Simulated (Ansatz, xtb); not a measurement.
**Cl4Ga2H2: which of two structures lies lower**

Structure I is a singlet given by its coordinates and structure II is a singlet given by its coordinates. Both are isolated molecules in the gas phase, relaxed with PBE0-D4/def2-SVP.

I (Å):

```tsv
atom	x (Å)	y (Å)	z (Å)
Cl	-0.4914	-2.2030	1.9632
Cl	1.1013	-0.1972	-0.5691
Cl	-2.3131	-0.1891	-1.7155
Cl	-1.1541	1.2853	1.3594
Ga	0.5188	-0.3370	1.7101
Ga	-0.8064	1.1281	-0.9661
H	1.6501	0.2387	2.5905
H	-0.3967	2.5014	-1.5427
```

Close contacts (Å): Cl1–Ga5 2.14, Cl2–Ga5 2.36, Cl2–Ga6 2.36, Cl3–Ga6 2.14, Cl4–Ga5 2.36, Cl4–Ga6 2.36, Ga5–H7 1.54, Ga6–H8 1.54.

II (Å):

```xyz
8

Cl    1.4894   -0.0559    3.0161
Cl   -1.2643    1.3202    1.1686
Cl   -1.9720    0.6203   -2.2810
Cl    0.7766   -0.7622   -0.4308
Ga   -0.1230   -0.6586    1.7436
Ga   -0.3613    1.2189   -1.0045
H    -1.1131   -1.8177    1.9897
H     0.6307    2.3772   -1.2468
```

Close contacts (Å): Cl1–Ga5 2.14, Cl2–Ga5 2.36, Cl2–Ga6 2.36, Cl3–Ga6 2.14, Cl4–Ga5 2.36, Cl4–Ga6 2.36, Ga5–H7 1.54, Ga6–H8 1.54.

Problem. Estimate which is lower in electronic energy at CCSD(T)/def2-SVP + ΔMP2/def2-TZVPP, and by roughly how much.

Solution. CCSD(T)/def2-SVP + ΔMP2/def2-TZVPP gives E(II) − E(I) = −0.010 eV, slightly favouring structure II, which is too small a margin to settle the true order.

The same difference at several levels:

```json
{"level": "PBE0-D4/def2-SVP", "geometry": "PBE0-D4/def2-SVP", "E(II) − E(I) (eV)": "−0.006", "departure from the last row (eV)": "+0.003", "job, with rough time for the two": "optimisation, 77 s"}
{"level": "HF/def2-SVP", "geometry": "PBE0-D4/def2-SVP", "E(II) − E(I) (eV)": "−0.021", "departure from the last row (eV)": "−0.011", "job, with rough time for the two": "part of the CCSD(T) run"}
{"level": "MP2/def2-SVP", "geometry": "PBE0-D4/def2-SVP", "E(II) − E(I) (eV)": "−0.005", "departure from the last row (eV)": "+0.005", "job, with rough time for the two": "part of the CCSD(T) run"}
{"level": "CCSD(T)/def2-SVP", "geometry": "PBE0-D4/def2-SVP", "E(II) − E(I) (eV)": "−0.005", "departure from the last row (eV)": "+0.005", "job, with rough time for the two": "single point"}
{"level": "CCSD(T)/def2-SVP + ΔMP2/def2-TZVPP", "geometry": "PBE0-D4/def2-SVP", "E(II) − E(I) (eV)": "−0.010", "departure from the last row (eV)": "", "job, with rough time for the two": "single point, 1.9 min"}
```

The largest departure from CCSD(T)/def2-SVP + ΔMP2/def2-TZVPP is that of HF/def2-SVP, 0.011 eV. Levels run at GFN2-xTB geometries aren't shown. The last row adds to CCSD(T) the change of the MP2 difference between the two basis sets, here −0.005 eV.

With thermal terms from frequencies at re-optimised GFN2-xTB minima (ideal gas, soft modes damped towards free rotors, one conformer each, 298.15 K, 1 atm): the zero-point term adds +0.001 eV; ΔH is −0.009 and ΔG −0.008 eV.

The correlated steps freeze 38 core orbitals; the filled d shell of Ga is correlated, in a basis made for valence electrons. Programs: Ansatz 0.2.0, xtb 6.7.1; the last row on 2 threads of Arm Neoverse V2 on a shared host.
